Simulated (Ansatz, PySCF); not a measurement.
difluoromethyl(fluoro)silane (CH3F3Si), SMILES FC([SiH2]F)F. Atoms are numbered in the order given.

```xyz
8

F      1.6267     0.9405     0.0000
Si     0.9791    -0.5449     0.0000
C     -0.9280    -0.3894     0.0000
F     -1.3417     0.2889     1.1010
F     -1.3417     0.2889    -1.1010
H      1.4004    -1.2569    -1.2349
H      1.4004    -1.2569     1.2349
H     -1.4377    -1.3741     0.0000
```
Charge 0, spin multiplicity 1.

Geometry optimised at PBE0-D3(BJ)/def2-SVP. One conformer was computed; it need not be the lowest.

Two levels are set side by side: PBE-D3(BJ)/def2-SVP (Ansatz, a program for electronic structure) and PBE0-D3(BJ)/def2-SVP (Ansatz). Each level has its own optimised geometry; the coordinates shown are those of the second. Frequencies come from the Hessian of PySCF at each geometry. Differences are taken from unrounded values.

```json
[
 {"quantity": "mean bond length (Å)", "PBE0-D3(BJ)": "1.476", "PBE-D3(BJ)": "1.490", "PBE-D3(BJ) minus PBE0-D3(BJ)": "0.014"},
 {"quantity": "bond F1–Si2 (Å)", "PBE0-D3(BJ)": "1.620", "PBE-D3(BJ)": "1.636", "PBE-D3(BJ) minus PBE0-D3(BJ)": "0.015"},
 {"quantity": "bond Si2–C3 (Å)", "PBE0-D3(BJ)": "1.913", "PBE-D3(BJ)": "1.925", "PBE-D3(BJ) minus PBE0-D3(BJ)": "0.012"},
 {"quantity": "bond C3–F4 (Å)", "PBE0-D3(BJ)": "1.358", "PBE-D3(BJ)": "1.375", "PBE-D3(BJ) minus PBE0-D3(BJ)": "0.017"},
 {"quantity": "bond C3–F5 (Å)", "PBE0-D3(BJ)": "1.358", "PBE-D3(BJ)": "1.375", "PBE-D3(BJ) minus PBE0-D3(BJ)": "0.017"},
 {"quantity": "bond Si2–H6 (Å)", "PBE0-D3(BJ)": "1.486", "PBE-D3(BJ)": "1.499", "PBE-D3(BJ) minus PBE0-D3(BJ)": "0.012"},
 {"quantity": "bond Si2–H7 (Å)", "PBE0-D3(BJ)": "1.486", "PBE-D3(BJ)": "1.499", "PBE-D3(BJ) minus PBE0-D3(BJ)": "0.012"},
 {"quantity": "bond C3–H8 (Å)", "PBE0-D3(BJ)": "1.109", "PBE-D3(BJ)": "1.120", "PBE-D3(BJ) minus PBE0-D3(BJ)": "0.011"},
 {"quantity": "highest harmonic wavenumber (cm⁻¹)", "PBE0-D3(BJ)": "3033", "PBE-D3(BJ)": "2912", "PBE-D3(BJ) minus PBE0-D3(BJ)": "-120"},
 {"quantity": "mean harmonic wavenumber (cm⁻¹)", "PBE0-D3(BJ)": "1042", "PBE-D3(BJ)": "998", "PBE-D3(BJ) minus PBE0-D3(BJ)": "-44"},
 {"quantity": "zero-point energy (kcal/mol)", "PBE0-D3(BJ)": "26.81", "PBE-D3(BJ)": "25.68", "PBE-D3(BJ) minus PBE0-D3(BJ)": "-1.13"}
]
```

Exact exchange shortens and stiffens bonds; PBE has none. Differences between two approximate levels are no errors against the true value.
